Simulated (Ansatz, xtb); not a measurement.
# CH5NTe: which of two isomers lies lower

Structure X is `C[Te]N`, a singlet and structure Y is `C[NH2+][Te-]`, a singlet. Both are isolated molecules in the gas phase, relaxed with BLYP-D3(BJ)/def2-SVP; the shapes shown needn't be the lowest conformers.

X (Å):

```xyz
8

C    -0.9656   -2.4421    1.3092
N    -2.5349   -0.3200    3.3465
Te   -0.7019   -1.3332    3.2092
H    -1.8225   -3.1344    1.3946
H    -1.1136   -1.7304    0.4771
H    -0.0350   -3.0196    1.1444
H    -3.2969   -1.0143    3.3397
H    -2.6531    0.2635    2.5049
```

Y (Å):

```xyz
8

C    -1.6150   -1.2467    1.3221
N    -1.4350   -1.8414    2.6742
Te   -3.3592   -2.4295    3.7418
H    -0.6381   -0.9853    0.8631
H    -2.1524   -1.9769    0.6912
H    -2.2461   -0.3457    1.4211
H    -0.8657   -2.6980    2.6332
H    -0.9522   -1.1898    3.3080
```

**Question.** Estimate E(Y) − E(X) at the level CCSD(T)/def2-TZVP.

**Answer.** Calculated at CCSD(T)/def2-TZVP: E(Y) − E(X) = +15.8 kJ/mol, so structure X lies lower.

The same difference at several levels:

| level | geometry | E(Y) − E(X) (kJ/mol) | departure from the last row (kJ/mol) | job, with rough time for the two |
| --- | --- | --- | --- | --- |
| GFN2-xTB | GFN2-xTB | +36.3 | +20.6 | optimisation, 0.084 s |
| HF/STO-3G | GFN2-xTB | +39.5 | +23.7 | single point, 0.9 s |
| r2SCAN-D4/def2-SVP | GFN2-xTB | +2.6 | −13.2 | single point, 4.7 s |
| BLYP-D3(BJ)/def2-SVP | BLYP-D3(BJ)/def2-SVP | +2.2 | −13.6 | optimisation, 26 s |
| HF/def2-TZVP | BLYP-D3(BJ)/def2-SVP | −22.1 | −37.9 | part of the CCSD(T) run |
| MP2/def2-TZVP | BLYP-D3(BJ)/def2-SVP | +19.5 | +3.7 | part of the CCSD(T) run |
| CCSD(T)/def2-TZVP | BLYP-D3(BJ)/def2-SVP | +15.8 |  | single point, 2.1 min |

As drawn, Y has 1 C–N in place of 1 C–Te.

HF/def2-TZVP puts the two in the other order. The largest departure from CCSD(T)/def2-TZVP is that of HF/def2-TZVP, 37.9 kJ/mol.

With harmonic frequencies from BLYP-D3(BJ)/def2-SVP (ideal gas, rigid rotor, one conformer each, 1000 K, 1 atm): the zero-point term adds +14.6 kJ/mol; ΔH is +21.5 and ΔG +52.1 kJ/mol.

The correlated steps freeze 6 core orbitals; the filled d shell of Te is correlated, in a basis made for valence electrons. Atoms past krypton carry core potentials in the def2 sets, other sets are all-electron and non-relativistic, and no spin–orbit term is included. Programs: Ansatz 0.2.0, xtb 6.7.1; the last row on 1 thread of Arm Neoverse V1 on a shared host.
